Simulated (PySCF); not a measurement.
**Molecular orbitals of HgI**

PBE0 at R = 2.786 Å; basis Hg cc-pVDZ-PP with ECP60, I cc-pVDZ-PP with ECP28; scalar-relativistic core potentials; PySCF 2.14. State: ²Σ⁺ (doublet), unpaired electrons σ ↑. Only the outer orbitals are listed, counted within each symmetry, core potentials removing the inner ones.

| spin | orbital | occ. | ε (eV) | on Hg (%) | main shells (%) |
| --- | --- | --- | --- | --- | --- |
| α | 8σ | 1 | -9.94 | 58 | 53 Hg s, 40 I p |
| α | 5π | 1 | -7.51 | 3 | 97 I p |
| α | 5π | 1 | -7.51 | 3 | 97 I p |
| α | 9σ | 1 | -6.90 | 56 | 44 I p, 43 Hg s, 12 Hg p |
| α | 6π | 0 | -1.02 | 97 | 97 Hg p |
| α | 6π | 0 | -1.02 | 97 | 97 Hg p |
| α | 10σ | 0 | 0.24 | 100 | 97 Hg p |
| β | 8σ | 1 | -9.24 | 63 | 58 Hg s, 36 I p |
| β | 5π | 1 | -7.33 | 3 | 96 I p |
| β | 5π | 1 | -7.33 | 3 | 96 I p |
| β | 9σ | 0 | -4.48 | 53 | 47 I p, 41 Hg s, 10 Hg p |
| β | 6π | 0 | -0.70 | 97 | 97 Hg p |
| β | 6π | 0 | -0.70 | 97 | 97 Hg p |

Task: Which are the highest filled and the lowest empty level, where do they sit, and how wide is the gap?

Result: Highest filled α 9σ at -6.90 eV (in %: 44 I p, 43 Hg s, 12 Hg p); lowest empty β 9σ at -4.48 eV (in %: 47 I p, 41 Hg s, 10 Hg p); the gap at PBE0 is 2.42 eV.

| Quantity | Value |
| --- | --- |
| bond order (Mayer) | 0.88 |
| ⟨S²⟩ | 0.757 |
| charge on Hg (Mulliken, basis-dependent) | 0.16 |
| charge on Hg (Löwdin, basis-dependent) | 0.01 |
| dipole moment (positive dipole means Hg(−)I(+)) | -2.15 D |
| polarisability along the bond | 103.8 bohr³ |
| polarisability across the bond | 45.9 bohr³ |

Spin–orbit coupling is left out. The state is the lowest determinant that a PBE0 search found; another state may lie lower at other levels.
